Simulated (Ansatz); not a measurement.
Reactions of H₇MgNSi₂ (`[MgH][N]([SiH3])[SiH3]`).

Program: Ansatz. Geometries: PBE0-D4/def2-TZVP. ΔE: electronic, gas phase. CCSD(T)/CBS adds triple-zeta CCSD(T) − MP2 to the extrapolated MP2 energy (def2 sets, frozen cores). This one scheme is used for every species, atoms too. Functionals use def2-TZVPP. No spin–orbit coupling; open shells (•) take unrestricted orbitals. Spin–orbit coupling would lower the free atoms: a little for Si. Bonds to Mg are less sure, by a few kJ/mol each and by 10 to 20 or more in all where they break to atoms, as the def2 sets lack core-valence functions.

```csv
reaction,CCSD(T)/CBS(def2) (kJ/mol)
`[MgH][N]([SiH3])[SiH3]` + H–F → `[F][MgH]` + `[SiH3]N[SiH3]`,-79
`[MgH][N]([SiH3])[SiH3]` + CH₃SH → `C[S][MgH]` + `[SiH3]N[SiH3]`,-11
`[MgH][N]([SiH3])[SiH3]` + ethane → `C[CH2][MgH]` + `[SiH3]N[SiH3]`,?
`[MgH][N]([SiH3])[SiH3]` + HCl → `[MgH][Cl]` + `[SiH3]N[SiH3]`,-101
`[MgH][N]([SiH3])[SiH3]` → `[MgH]`• + `[SiH3][N][SiH3]`•,?
`[MgH][N]([SiH3])[SiH3]` + silanol → `[MgH][O][SiH3]` + `[SiH3]N[SiH3]`,-60
`[MgH][N]([SiH3])[SiH3]` → 7 H• + Mg (atom) + N• + 2 Si•,3189
```

(1) Fill in the missing values. (Estimate.)

Largest T1 diagnostic: 0.018, for `[SiH3][N][SiH3]`•.

Answers

(1) Computed: `[MgH][N]([SiH3])[SiH3]` + ethane → `C[CH2][MgH]` + `[SiH3]N[SiH3]`: +139.9 kJ/mol; `[MgH][N]([SiH3])[SiH3]` → `[MgH]`• + `[SiH3][N][SiH3]`•: +442.6 kJ/mol.
